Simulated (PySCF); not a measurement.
Molecule: SMILES C/N=C\[SiH2]P, C2H8NPSi.

Bonds (- single, = double, # triple, : aromatic): C1-N2 1.433 Å, N2=C3 1.270 Å, C3-Si4 1.914 Å, Si4-P5 2.270 Å. C1 carries H6, H7, H8; C3 carries H9; Si4 carries H10, H11; P5 carries H12, H13. Stereochemistry as in C/N=C\[SiH2]P.

Geometry PBE0-D3(BJ)/def2-SVP throughout; GIAO in PySCF, gas phase, one conformer, non-relativistic; equivalent atoms averaged; functional PBE0.

For orientation, 6-31G gives these absolute shieldings σ: C3 38.3, C1 148.6, N2 -185.3, Si4 494.9, P5 656.5, H9 23.38, H6/H7/H8 28.36, H10/H11 28.22, H12/H13 31.08 ppm.

A run gave: C3 11.7, C1 135.2, N2 -203.8, Si4 406.9, P5 587.2, H9 22.54, H6/H7/H8 27.67, H10/H11 26.54, H12/H13 29.69 ppm (absolute shieldings σ).

Task: Which basis set was used in that run?
A. def2-TZVP
B. 6-31G*
C. def2-SVP
D. pcSseg-1

Result: A. Si4 tells them apart best: def2-TZVP gives 406.9, 6-31G* gives 461.9, def2-SVP gives 476.7, pcSseg-1 gives 425.2 ppm.
